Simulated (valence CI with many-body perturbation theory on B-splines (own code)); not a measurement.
Pb⁵⁰⁺: what the settings do

Computed by configuration interaction combined with many-body perturbation theory (CI+MBPT): four valence electrons over a frozen Dirac-Fock core [Ar] 3d10, radial functions for each j: 6 s, 6 p, 5 d, 3 f, 1 g, with the one-electron correlation potential Σ1 (screened to all orders), the two-electron term Σ2, the three-electron term Σ3, Breit, model QED; selected single and double excitations, second order for the rest, scaled by the run's own slope (own B-spline code, finite nucleus).

No measured spectrum was set against this ion. As an estimate, large intervals hold to a few tenths of a per cent, small ones and those within an open d or f shell to about a per cent.

The reference run has the lowest level (4s^2 4p1/2^2) J=0 and an ionisation energy of 2966.99 eV. Its largest variational space holds 9999 state functions.

Levels are named by their leading jj configuration (3d3/2^4 stands for four electrons in 3d with j = 3/2), which in mixed levels can hold well under half, so a name can repeat and another be missing. Letters in brackets count levels of one name in rising energy.

Changed runs:
A. scale of Σ2 1 → 0
B. size limit of the variational space 10000 → 1500
C. lowest core n in screening and Σ2 1 → 4
D. Davidson iteration limit 60 → 2 (bad on purpose)

Excitation energies of the reference run in cm⁻¹, and shifts in cm⁻¹:

```
                     Level  Reference      A     B     D
    (4s^2 4p1/2 4p3/2) J=1    1304380  -2113  -2.3     0
    (4s^2 4p1/2 4p3/2) J=2    1344550  -1591  -8.6     0
    (4s 4p1/2^2 4p3/2) J=2    2251550  -2618  -7.4     0
    (4s 4p1/2^2 4p3/2) J=1    2388610  +2376   -10     0
        (4s^2 4p3/2^2) J=2    2679580  -3462  -4.0     0
        (4s^2 4p3/2^2) J=0    2766010  -2261  +0.1     0
    (4s^2 4p1/2 4d3/2) J=2    2768950   -736  -8.2     0
    (4s^2 4p1/2 4d3/2) J=1    2944270  +8318   -12  +0.1
    (4s^2 4p1/2 4d5/2) J=2    3135400  +3361   -10  +0.1
    (4s^2 4p1/2 4d5/2) J=3    3144870  +2436  -7.9     0
(4s 4p1/2 4p3/2^2) J=2 [a]    3528990  -4346  -4.3     0
    (4s 4p1/2 4p3/2^2) J=3    3608630  -3267  -6.4  +0.1
    Ionisation energy (eV)    2966.99  -0.32     0     0
```

Run C: It gave no result: the setting left no core shell for the response of the core. The program said: "need at least one array to concatenate".

Run D: The Davidson iterations stopped at their limit.
